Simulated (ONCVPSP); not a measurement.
**Co: ONCV pseudisation with PBE, scalar-relativistic reference atom.**

ONCVPSP 4.0.1 was run on this input:

```
# ATOM AND REFERENCE CONFIGURATION
# atsym  z   nc   nv     iexc    psfile
  Co 27.00    3    4        4      upf
#
#   n    l    f
    1    0    2.00
    2    0    2.00
    2    1    6.00
    3    0    2.00
    3    1    6.00
    3    2    7.00
    4    0    2.00
#
# PSEUDOPOTENTIAL AND OPTIMIZATION
# lmax
    2
#
#   l,   rc,      ep,       ncon, nbas, qcut
    0    1.15    0.00    4    7   13.30
    1    1.25    0.00    4    7   10.80
    2    1.35    0.00    4    8   12.10
#
# LOCAL POTENTIAL
# lloc, lpopt,  rc(5),   dvloc0
    4    5    0.75    0.00
#
# VANDERBILT-KLEINMAN-BYLANDER PROJECTORs
# l, nproj, debl
    0    2    1.70
    1    2    2.50
    2    2    3.30
#
# MODEL CORE CHARGE
# icmod, fcfact, rcfact
    1    0.45    0.00
#
# LOG DERIVATIVE ANALYSIS
# epsh1, epsh2, depsh
   -5.00    5.00    0.04
#
# OUTPUT GRID
# rlmax, drl
    6.00    0.01
#
# TEST CONFIGURATIONS
# ncnf
    4
# nvcnf
#   n    l    f
    4
    3    0    2.00
    3    1    6.00
    3    2    7.00
    4    0    1.00
#
    4
    3    0    2.00
    3    1    6.00
    3    2    7.00
    4    0    0.00
#
    4
    3    0    2.00
    3    1    6.00
    3    2    6.00
    4    0    0.00
#
    4
    3    0    2.00
    3    1    6.00
    3    2    6.00
    4    0    2.00
#
```

Command:

```bash
oncvpsp.x < Co.dat > Co.out
```

Resulting log (shortened: citation, most of the input echo, consistency checks and plot data are left out):

```
ONCVPSP  (Optimized Norm-Conservinng Vanderbilt PSeudopotential)
scalar-relativistic version 4.0.1

#   n    l    f        energy (Ha)
    1    0    2.00    -2.7904129E+02
    2    0    2.00    -3.3037771E+01
    2    1    6.00    -2.8294827E+01
    3    0    2.00    -3.7633027E+00
    3    1    6.00    -2.4121014E+00
    3    2    7.00    -3.0149814E-01
    4    0    2.00    -2.0102196E-01

Reference configufation results
  iterations    28
  all-electron total energy (Ha)   -1.39314596D+03

Begin loop to  construct optimized pseudo wave functions
and semi-local pseudopoentials for all angular momenta

Calculating optimized projector #   1

 for l=   0

    Fraction of norm inside rc  0.896046
    Optimizing pswf for qcut=  13.29 a_B^-1,  ecut=  88.30 Ha
    Residual kinetic energy error=  1.10D-07 Ha

    Energy error per electron        Cutoff
         Ha          eV             Ha
         0.01000     0.27211       41.13
         0.00100     0.02721       53.23
         0.00010     0.00272       63.66
         0.00001     0.00027       72.07

Calculating optimized projector #   2

 for l=   0

    Fraction of norm inside rc  0.030102
    Optimizing pswf for qcut=  13.29 a_B^-1,  ecut=  88.30 Ha
    Residual kinetic energy error=  1.09D-08 Ha

    Energy error per electron        Cutoff
         Ha          eV             Ha
         0.01000     0.27211       26.85
         0.00100     0.02721       43.19
         0.00010     0.00272       56.01
         0.00001     0.00027       66.59

   Wellstate for l =  1  n =  4
     eigenvalue =   0.0879
     asymptotic potential =   0.5879
     half-point radius =  4.5359

Calculating optimized projector #   1

 for l=   1

    Fraction of norm inside rc  0.896777
    Optimizing pswf for qcut=  10.82 a_B^-1,  ecut=  58.49 Ha
    Residual kinetic energy error=  4.45D-07 Ha

    Energy error per electron        Cutoff
         Ha          eV             Ha
         0.01000     0.27211       29.80
         0.00100     0.02721       38.24
         0.00010     0.00272       45.53
         0.00001     0.00027       51.34

Calculating optimized projector #   2

 for l=   1

    Fraction of norm inside rc  0.034097
    Optimizing pswf for qcut=  10.82 a_B^-1,  ecut=  58.49 Ha
    Residual kinetic energy error=  3.72D-08 Ha

    Energy error per electron        Cutoff
         Ha          eV             Ha
         0.01000     0.27211       20.59
         0.00100     0.02721       30.01
         0.00010     0.00272       38.33
         0.00001     0.00027       45.45

   Wellstate for l =  2  n =  5
     eigenvalue =   2.9985
     asymptotic potential =   3.4985
     half-point radius =  2.8608

Calculating optimized projector #   1

 for l=   2

    Fraction of norm inside rc  0.753669
    Optimizing pswf for qcut=  12.11 a_B^-1,  ecut=  73.36 Ha
    Residual kinetic energy error=  1.33D-06 Ha

    Energy error per electron        Cutoff
         Ha          eV             Ha
         0.01000     0.27211       46.98
         0.00100     0.02721       55.91
         0.00010     0.00272       62.74
         0.00001     0.00027       68.27

Calculating optimized projector #   2

 for l=   2

    Fraction of norm inside rc  0.105201
    Optimizing pswf for qcut=  12.11 a_B^-1,  ecut=  73.36 Ha
    Residual kinetic energy error=  9.85D-06 Ha

    Energy error per electron        Cutoff
         Ha          eV             Ha
         0.01000     0.27211       48.34
         0.00100     0.02721       58.64
         0.00010     0.00272       66.44
         0.00001     0.00027       75.06

Construct Vanderbilt / Kleinmman-Bylander projectors

B matrix Hermiticity error, ll=   0
   1   2    3.6302E-04

  Orthonormal projector coefficients  2.4133E+01  3.0542E+00

B matrix Hermiticity error, ll=   1
   1   2    2.3055E-04

  Orthonormal projector coefficients  8.7117E+00  1.1891E+00

B matrix Hermiticity error, ll=   2
   1   2   -3.1612E-04

  Orthonormal projector coefficients -5.4972E+00 -2.8844E+00

Model core correction analysis
  based on d2Exc/dn_idn_j

d2excae - all-electron derivatives

   -4.320529D-02   -3.982941D-02   -2.803181D-02   -1.403181D-03
   -3.989039D-02   -3.793191D-02   -2.712942D-02   -1.267033D-03
   -2.833269D-02   -2.741694D-02   -2.248562D-02   -9.315110D-04
   -1.674724D-03   -1.603761D-03   -1.312806D-03   -1.126066D-04

d2excps - pseudofunction derivatives with no core correction

   -4.389608D-02   -4.134503D-02   -3.048335D-02   -1.558476D-03
   -4.140584D-02   -3.924104D-02   -2.941338D-02   -1.442130D-03
   -3.078402D-02   -2.970075D-02   -2.390545D-02   -9.617734D-04
   -1.829935D-03   -1.778807D-03   -1.343052D-03   -1.226446D-04

rms 2nd derivative error    1.400077E-03

Polynomial model core charge

d2excps - pseudofunction derivatives with core correction

   -4.077514D-02   -3.865819D-02   -2.995853D-02   -1.335261D-03
   -3.871903D-02   -3.694914D-02   -2.890626D-02   -1.250748D-03
   -3.025911D-02   -2.919358D-02   -2.385690D-02   -9.152847D-04
   -1.606719D-03   -1.587401D-03   -1.296554D-03   -1.074462D-04

rms 2nd derivative error    1.256062E-03

Pseudoatom total energy -144.073657

Diagnostic tests using Vanderbilt-Kleinman-Bylander pseudopotentials
  1 or more projectors used as specified by nproj input data

   l    rcore       rmatch      e in        delta e   norm test  slope test

   0   1.1504842   1.1854154  -3.7633027   0.0000006   1.0001942   1.0001944
   0   1.1504842   1.1854154  -0.2010220   0.0000077   1.0000704   1.0000587

   1   1.2509859   1.2889685  -2.4121014   0.0000013   1.0001656   1.0001784
   1   1.2509859   1.2889685   0.0878986   0.0000373   1.0003317   1.0003317

   2   1.3521540   1.3932083  -0.3014981  -0.0000037   1.0000968   1.0001062
   2   1.3521540   1.3932083   2.9985019   0.0000836   1.0002094   1.0002094

 Testing for bound ghosts
   n   l    E NL Schr. Eq   E Basis Diag.   E Cutoff

   1   0       -3.763302       -3.763289    143.13
   2   0       -0.201014        0.058360    143.13

   2   1       -2.412100       -2.412069    142.80

   3   2       -0.301502       -0.297415    188.48

 Testing for highly-localized positive-energy ghosts
       l    <radius>/rc     E Basis Diag.   E Cutoff

Test configuration 0

   n   l     f        eae           eps        diff
   1   0  2.0000 -279.04129361
   2   0  2.0000  -33.03777093
   2   1  6.0000  -28.29482653
   3   0  2.0000   -3.76330270   -3.76330214    5.59D-07
   3   1  6.0000   -2.41210144   -2.41210016    1.28D-06
   3   2  7.0000   -0.30149814   -0.30150187   -3.73D-06
   4   0  2.0000   -0.20102196   -0.20101428    7.68D-06

    Total energies and differences
      AE_ref= -1.39314596D+03  AE_tst= -1.39314596D+03  dif=  0.00D+00
      PS_ref= -1.44073657D+02  PS_tst= -1.44073657D+02  dif= -3.52D-12
      PSP excitation error=  3.52D-12

Test configuration 1

   n   l     f        eae           eps        diff
   1   0  2.0000 -279.36759378
   2   0  2.0000  -33.35691557
   2   1  6.0000  -28.61456758
   3   0  2.0000   -4.08745788   -4.08745810   -2.14D-07
   3   1  6.0000   -2.73676600   -2.73667684    8.92D-05
   3   2  7.0000   -0.62324404   -0.62349922   -2.55D-04
   4   0  1.0000   -0.46903058   -0.46894321    8.74D-05

    Total energies and differences
      AE_ref= -1.39314596D+03  AE_tst= -1.39281409D+03  dif=  3.32D-01
      PS_ref= -1.44073657D+02  PS_tst= -1.43741797D+02  dif=  3.32D-01
      PSP excitation error=  7.99D-06

Test configuration 2

   n   l     f        eae           eps        diff
   1   0  2.0000 -279.74961545
   2   0  2.0000  -33.72818336
   2   1  6.0000  -28.98672406
   3   0  2.0000   -4.46431717   -4.46443572   -1.19D-04
   3   1  6.0000   -3.11384592   -3.11373454    1.11D-04
   3   2  7.0000   -0.99457889   -0.99524245   -6.64D-04

    Total energies and differences
      AE_ref= -1.39314596D+03  AE_tst= -1.39219723D+03  dif=  9.49D-01
      PS_ref= -1.44073657D+02  PS_tst= -1.43125036D+02  dif=  9.49D-01
      PSP excitation error=  1.03D-04

Test configuration 3

   n   l     f        eae           eps        diff
   1   0  2.0000 -280.48161099
   2   0  2.0000  -34.48219464
   2   1  6.0000  -29.73874515
   3   0  2.0000   -5.17238321   -5.17267546   -2.92D-04
   3   1  6.0000   -3.81319088   -3.81345996   -2.69D-04
   3   2  6.0000   -1.65982375   -1.65808972    1.73D-03

    Total energies and differences
      AE_ref= -1.39314596D+03  AE_tst= -1.39087905D+03  dif=  2.27D+00
      PS_ref= -1.44073657D+02  PS_tst= -1.41806973D+02  dif=  2.27D+00
      PSP excitation error=  2.26D-04

Test configuration 4

   n   l     f        eae           eps        diff
   1   0  2.0000 -279.62535446
   2   0  2.0000  -33.64684736
   2   1  6.0000  -28.90162633
   3   0  2.0000   -4.33648050   -4.33599931    4.81D-04
   3   1  6.0000   -2.97830722   -2.97811273    1.94D-04
   3   2  6.0000   -0.83744636   -0.83502971    2.42D-03
   4   0  2.0000   -0.53389877   -0.53412225   -2.23D-04

    Total energies and differences
      AE_ref= -1.39314596D+03  AE_tst= -1.39258803D+03  dif=  5.58D-01
      PS_ref= -1.44073657D+02  PS_tst= -1.43516623D+02  dif=  5.57D-01
      PSP excitation error=  8.95D-04
```

The run took about 5 s on one core of a shared server CPU.
